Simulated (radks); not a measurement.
All-electron atom: Ce I in [Xe] 4f1 5d1 6s2.

All-electron calculation, Dirac Kohn-Sham, LDA (Slater exchange, Perdew-Wang correlation), spin-unpolarised, spherical densities, finite nucleus; open shells fill j = l - 1/2 first; Fermi nuclear charge, rms radius 4.8771 fm. Program: a radial shooting solver on a logarithmic mesh with Libxc functionals.

Energy parts (hartree):
part                       energy
total                  -8858.1984
kinetic                 9500.3429
electron-nucleus      -21582.0798
Hartree                 3426.9393
exchange-correlation    -203.4008

Orbitals (lengths in bohr, moments of r in powers of bohr; r(90%) holds 90 % of the orbital's charge):
\begin{tabular}{lrrrrrr}
orbital & occ. & eigenvalue (hartree) & <r^4> & <r> & r(90%) & <r^2> \\ \hline
1s1/2 & 2 & -1476.949 & 1.781e-06 & 0.02459 & 0.0443 & 0.0008221 \\
2s1/2 & 2 & -236.4252 & 0.0002930 & 0.1048 & 0.163 & 0.01302 \\
2p1/2 & 2 & -223.3341 & 0.0001841 & 0.08798 & 0.145 & 0.009541 \\
2p3/2 & 4 & -206.9432 & 0.0002295 & 0.09418 & 0.153 & 0.01080 \\
3s1/2 & 2 & -50.88963 & 0.01198 & 0.2787 & 0.410 & 0.08887 \\
3p1/2 & 2 & -45.33067 & 0.01113 & 0.2683 & 0.403 & 0.08369 \\
3p3/2 & 4 & -42.11138 & 0.01316 & 0.2805 & 0.420 & 0.09125 \\
3d3/2 & 4 & -32.34938 & 0.01006 & 0.2515 & 0.394 & 0.07466 \\
3d5/2 & 6 & -31.65727 & 0.01060 & 0.2553 & 0.399 & 0.07681 \\
4s1/2 & 2 & -10.27982 & 0.3071 & 0.6377 & 0.917 & 0.4592 \\
4p1/2 & 2 & -8.21502 & 0.3600 & 0.6563 & 0.956 & 0.4902 \\
4p3/2 & 4 & -7.51860 & 0.4240 & 0.6839 & 0.995 & 0.5321 \\
4d3/2 & 4 & -4.12168 & 0.6553 & 0.7393 & 1.11 & 0.6342 \\
4d5/2 & 6 & -3.99976 & 0.6905 & 0.7491 & 1.13 & 0.6510 \\
5s1/2 & 2 & -1.49207 & 9.852 & 1.516 & 2.18 & 2.584 \\
5p1/2 & 2 & -0.92544 & 16.70 & 1.703 & 2.49 & 3.291 \\
5p3/2 & 4 & -0.82262 & 20.42 & 1.788 & 2.62 & 3.630 \\
4f5/2 & 1 & -0.20969 & 7.712 & 1.097 & 1.90 & 1.601 \\
4f7/2 & 0 & -0.19744 & 8.232 & 1.110 & 1.92 & 1.643 \\
6s1/2 & 2 & -0.14201 & 686.0 & 4.308 & 6.33 & 21.02 \\
5d3/2 & 1 & -0.12007 & 210.9 & 2.914 & 4.66 & 10.25 \\
5d5/2 & 0 & -0.11263 & 234.0 & 2.985 & 4.78 & 10.77 \\
6p1/2 & 0 & -0.05654 & 2159 & 5.638 & 8.41 & 36.36 \\
6p3/2 & 0 & -0.04944 & 2642 & 5.930 & 8.84 & 40.21 \\
7s1/2 & 0 & -0.00313 & 159800 & 14.81 & 23.8 & 268.8 \\
\end{tabular}

The highest occupied level is 5d3/2 at -3.267 eV. The configuration is held as typed, so some empty levels lie below it. The electron density at the nucleus is 3.814e+05 e/bohr^3. The density falls to 0.001 e/bohr^3 at r = 5.42 bohr. Summed over all electrons, <r^2> = 92.20 bohr^2, which gives a Langevin (diamagnetic) susceptibility term of -73 x 10^-6 cm^3/mol.
